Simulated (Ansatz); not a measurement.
SbH₂I, relaxed as a singlet with RKS r2SCAN-D4/def2-TZVP in Ansatz, starting from the GFN2-xTB geometry. Force threshold 0.02 eV/Å.

In the def2 sets I, Sb take a core potential; there is no spin–orbit coupling.

Start:

| atom | x (Å) | y (Å) | z (Å) |
| --- | --- | --- | --- |
| Sb1 | 0.3844 | 0.5726 | 0.5855 |
| H2 | -1.1902 | 0.0084 | 0.9046 |
| H3 | 0.8980 | -1.0505 | 0.5747 |
| I4 | -0.0922 | 0.4695 | -2.0648 |

Question: Estimate the energy that the relaxation releases and the steps that it takes.

Answer: 2.7 kJ/mol, in 5 steps; 4.3 s on 4 threads of Arm Neoverse V2 on a shared host. No frequencies were taken in this run, so the end may be a saddle point.

Question: Does the start keep its bonding and symmetry?

Answer: By distances, no bond broke or formed. The bond that changes most is Sb1–I4, from 2.69 to 2.74 Å (atoms count from 1). Point group Cs at the start, Cs at the end, both within 0.05 Å.

Question: Predict the relaxed structure.

Answer: 
```xyz
4

Sb    0.368    0.550    0.562
H    -1.210    0.014    0.957
H     0.926   -1.068    0.617
I    -0.085    0.504   -2.135
```
Bond lengths: 1 × I–Sb 2.74 Å; 2 × H–Sb 1.71 Å.
